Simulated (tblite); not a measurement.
Species: C₂H₁₁O₂Si₃ (doublet state).
Numbering: `[CH3:1][CH2:2][O:3][Si@@H:4]([SiH2:5])[O:6][SiH3:7]` (hydrogens: H8, H9, H10 on C1; H11, H12 on C2; H13 on Si4; H14, H15 on Si5; H16, H17, H18 on Si7)

Computed with GFN2-xTB (tblite), gas phase: L-BFGS steps from a force-field or distance-geometry start until the largest atomic force falls under 0.01 eV/Å.

The end geometry, which sets the zero of energy:
```
atom  x, y, z in Å
C1     -2.5577   -1.0416   -0.3764
C2     -1.6024   -0.5034    0.6801
O3     -0.2827   -0.4803    0.2369
Si4     0.4018    0.5111   -0.8539
Si5     0.2774    2.6750   -0.1910
O6      1.9873    0.1618   -0.7992
Si7     3.1835   -0.8634   -0.4501
H8     -3.5628   -1.1107    0.0307
H9     -2.2349   -2.0288   -0.6971
H10    -2.5671   -0.3810   -1.2398
H11    -1.9109    0.5089    0.9761
H12    -1.6272   -1.1456    1.5674
H13    -0.0110    0.0709   -2.2009
H14     1.0068    3.7227   -0.9152
H15    -1.0541    3.2616    0.0512
H16     3.1146   -2.0015   -1.3663
H17     4.3748   -0.0459   -0.6665
H18     3.0557   -1.3036    0.9375
```

**Question.** These geometries come from the run, each turned onto the end geometry. Order them by energy, lowest first.
A.
```
atom  x, y, z in Å
C1     -2.9286   -1.0895   -0.1528
C2     -1.6392   -0.3882    0.2472
O3     -0.7119   -0.4341   -0.7856
Si4     0.5373    0.4753   -1.2702
Si5     0.6633    2.4537   -0.1584
O6      1.9516   -0.3128   -1.0245
Si7     3.3042   -0.7627   -0.2690
H8     -3.6550   -0.9886    0.6508
H9     -2.7455   -2.1419   -0.3554
H10    -3.3320   -0.6245   -1.0476
H11    -1.8600    0.6541    0.4997
H12    -1.2266   -0.8563    1.1458
H13     0.3681    0.3199   -2.7093
H14     0.4724    3.7174   -0.8809
H15    -0.2122    2.6248    1.0208
H16     3.7263   -2.0030   -0.9185
H17     4.2765    0.3150   -0.4212
H18     3.0023   -0.9522    1.1526
```
B.
```
atom  x, y, z in Å
C1     -2.6233   -1.0628   -0.3250
C2     -1.5394   -0.4291    0.5389
O3     -0.2679   -0.4978   -0.0184
Si4     0.5085    0.5543   -0.9788
Si5     0.2467    2.6524   -0.1617
O6      2.1010    0.2548   -0.7782
Si7     3.1758   -0.8893   -0.3875
H8     -3.5148   -1.1756    0.2905
H9     -2.2871   -2.0414   -0.6584
H10    -2.8542   -0.4570   -1.2003
H11    -1.7994    0.6143    0.7655
H12    -1.5009   -0.9851    1.4805
H13     0.2301    0.1363   -2.3644
H14     0.7738    3.7996   -0.9161
H15    -1.0887    3.0862    0.3186
H16     3.0130   -2.0284   -1.2900
H17     4.4579   -0.2165   -0.5895
H18     2.9600   -1.3086    0.9977
```
C.
```
atom  x, y, z in Å
C1     -2.9696   -1.0089   -0.0348
C2     -1.5833   -0.3777    0.0475
O3     -0.9856   -0.3608   -1.2287
Si4     0.5288    0.2585   -1.3802
Si5     0.9030    2.0312   -0.0224
O6      1.7169   -0.9193   -1.1976
Si7     3.0518   -0.5483   -0.2600
H8     -3.6302   -0.4772    0.6632
H9     -2.8951   -2.0591    0.2843
H10    -3.3662   -0.9263   -1.0624
H11    -1.6787    0.6664    0.3916
H12    -0.9975   -0.9667    0.7756
H13     0.6221    0.7966   -2.7382
H14     0.7213    3.2554   -0.8052
H15     0.0792    2.0302    1.1802
H16     4.0938   -1.5409   -0.5389
H17     3.6199    0.7869   -0.5460
H18     2.7605   -0.6338    1.1956
```
D.
```
atom  x, y, z in Å
C1     -2.5286   -1.0553   -0.3454
C2     -1.5317   -0.4621    0.6391
O3     -0.2312   -0.4749    0.1419
Si4     0.4684    0.5551   -0.9045
Si5     0.1935    2.6785   -0.1579
O6      2.0648    0.2656   -0.7810
Si7     3.1270   -0.9055   -0.4432
H8     -3.5181   -1.1034    0.1042
H9     -2.2218   -2.0565   -0.6377
H10    -2.5618   -0.4309   -1.2319
H11    -1.8240    0.5700    0.8748
H12    -1.5141   -1.0396    1.5700
H13     0.1503    0.1057   -2.2743
H14     0.8561    3.8241   -0.7904
H15    -1.2004    3.1294    0.0283
H16     2.9235   -2.0169   -1.3680
H17     4.4195   -0.2599   -0.6431
H18     2.9196   -1.3173    0.9427
```
E.
```
atom  x, y, z in Å
C1     -2.5402   -1.0478   -0.3661
C2     -1.5695   -0.4827    0.6632
O3     -0.2578   -0.4566    0.1988
Si4     0.4312    0.5437   -0.8806
Si5     0.2381    2.6963   -0.1925
O6      2.0145    0.1822   -0.8033
Si7     3.1598   -0.9003   -0.4488
H8     -3.5392   -1.1034    0.0562
H9     -2.2314   -2.0487   -0.6557
H10    -2.5625   -0.4141   -1.2499
H11    -1.8806    0.5302    0.9536
H12    -1.5734   -1.1102    1.5608
H13     0.0418    0.1055   -2.2318
H14     0.9337    3.8080   -0.8514
H15    -1.1261    3.2103    0.0400
H16     3.0613   -2.0450   -1.3556
H17     4.3837   -0.1322   -0.6531
H18     3.0078   -1.3288    0.9398
```

**Answer.** E (0.006 eV), D (0.022 eV), B (0.061 eV), A (0.196 eV), C (0.977 eV).

In the order of the answer:

| step | E above end (eV) | largest force (eV/Å) | rms force component (eV/Å) | rms distance from end (Å) | rms bond change (Å) | bond most changed (Å) |
| --- | --- | --- | --- | --- | --- | --- |
| 109 | 0.006 | 0.06 | 0.020 | 0.062 | 0.001 | Si4–H13 -0.003 |
| 87 | 0.022 | 0.12 | 0.033 | 0.139 | 0.002 | O6–Si7 +0.003 |
| 76 | 0.061 | 0.19 | 0.057 | 0.207 | 0.004 | Si5–H15 +0.009 |
| 41 | 0.196 | 0.19 | 0.061 | 0.677 | 0.006 | Si4–H13 -0.019 |
| 1 | 0.977 | 1.68 | 0.366 | 1.057 | 0.024 | O6–Si7 +0.059 |

What follows is the cost of the whole relaxation. On an Arm Neoverse V1 with one thread, on a shared host, this took 1.2 s.
